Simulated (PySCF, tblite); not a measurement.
Isomers of [C6H13NP]- (charge -1), one GFN2-xTB conformer each. Single-point energies are computed at PBE0/pcSseg-1 (PySCF, gas phase, no added dispersion term), electronic only.

Task: Rank them by PBE0/pcSseg-1 energy, lowest first (kJ/mol).
A. `[CH2:1]=[C:2]([CH3:3])[P-:4][N:5]([CH3:6])[CH2:7][CH3:8]` (charge -1) with C1–C2–P4–N5 1°, C2–P4–N5–C6 107°, P4–N5–C7–C8 58°
B. `[CH3:1]/[CH:2]=[CH:3]/[P-:4][N:5]([CH3:6])[CH2:7][CH3:8]` (charge -1) with C2–C3–P4–N5 180°, C3–P4–N5–C6 -109°, P4–N5–C7–C8 72°

Result: A (0.0), B (9.5).

Neighbours under 21 kJ/mol apart (C=C(C)[P-]N(C)CC and C/C=C/[P-]N(C)CC) can change places with a better method, another conformer or zero-point energy. GFN2-xTB itself gives, in the same order: 8.7, 0.0. GFN2-xTB puts C/C=C/[P-]N(C)CC lowest instead.

Task: What happens when harmonic zero-point energies from GFN2-xTB frequencies are added?

Result: 
```csv
SMILES,ZPE (kJ/mol),electronic (kJ/mol),with ZPE (kJ/mol)
C=C(C)[P-]N(C)CC,459.8,0.0,0.0
C/C=C/[P-]N(C)CC,461.8,9.5,11.4
```

The zero-point energies span 2.0 kJ/mol. The order is unchanged.
